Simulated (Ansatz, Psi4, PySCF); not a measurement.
C3H6Cl (SMILES [CH2-]CCCl), charge -1, singlet, at the geometry of the source list (in this run its highest filled SCF level lies above zero, so its values depend strongly on the basis, on diffuse functions most of all). Base run: PySCF with CCSD(T)/STO-3G.

PySCF was given this input:
```python
from pyscf import gto, scf, cc

mol = gto.M(
    atom='''
C     0.04979000   -0.68414400    0.00000000
C     1.52274800   -0.28696800    0.00000000
C    -0.84283900    0.54112100    0.00000000
H    -0.17910800   -1.29391700    0.87920100
H    -0.17910800   -1.29391700   -0.87920100
Cl   -2.57564900    0.09794300    0.00000000
H     1.77204300    0.30590400   -0.88473000
H     1.77204300    0.30590400    0.88473000
H    -0.66995800    1.15403600    0.88646000
H    -0.66995800    1.15403600   -0.88646000
''',
    basis='sto-3g',
    charge=-1,
    verbose=3,
)

mf = scf.RHF(mol)
mf.kernel()

mycc = cc.CCSD(mf)
mycc.kernel()
et = mycc.ccsd_t()
print('E(CCSD(T)) = %.10f' % (mycc.e_tot + et))
```

The same geometry, method and basis name were run in Ansatz (a first-principles code) and Psi4 and PySCF, at each program's defaults and at the settings that a row names. The base is PySCF at its defaults. Differences at the defaults can come from grids, fitting, cores and function types together.

```csv
code and settings,ΔE vs base (mEh),basis functions,E (Eh),SCF cycles
"PySCF, defaults (exact integrals, spherical functions, all electrons correlated)",0.000,30,-570.23029,9
"Psi4, defaults (exact integrals, spherical functions, all electrons correlated)",0.000,30,-570.23029,11
"Ansatz, defaults (factorised integrals, spherical functions, frozen core)",1.258,30,-570.22903,-
"PySCF, frozen core",1.240,30,-570.22905,9
"Psi4, exact integrals, spherical functions, frozen core",1.240,30,-570.22905,11
"Ansatz, high accuracy, frozen core",1.240,30,-570.22905,-
```
